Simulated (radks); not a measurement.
Problem. These are the eigenvalues of the occupied orbitals of an atom or ion with whole-number occupations (hartree). All-electron calculation, Dirac Kohn-Sham, PBE, spin-unpolarised, spherical densities, finite nucleus; Fermi nuclear charge, rms radius of each element as measured or else 0.836 A^(1/3) + 0.57 fm. Program: a radial shooting solver on a logarithmic mesh with Libxc functionals.

orbital  eigenvalue
1s1/2     -767.4806
2s1/2     -110.3342
2p1/2     -101.8179
2p3/2     -97.47255
3s1/2     -20.03524
3p1/2     -16.76309
3p3/2     -16.03605
3d3/2     -10.25034
3d5/2     -10.11052
4s1/2      -3.64234
4p1/2      -2.67260
4p3/2      -2.55974
4d3/2      -1.10599
5s1/2      -0.81125
5p1/2      -0.59727

Which element is it, and in what charge state? The configuration may be excited. Open shells, if any, fill j = l - 1/2 first.

Solution. Z = 43, technetium, charge +2: Tc2+ in [Kr] 4d3 5s1 5p1. The list shows which subshells hold electrons but not how many an open one holds; the 1s level, -767.48 hartree, gives Z - s = 39.2 by -(Z - s)^2/2, which with screening and relativity narrows Z to a few neighbours, and the depths of the outer levels then fix element, charge and occupations together.
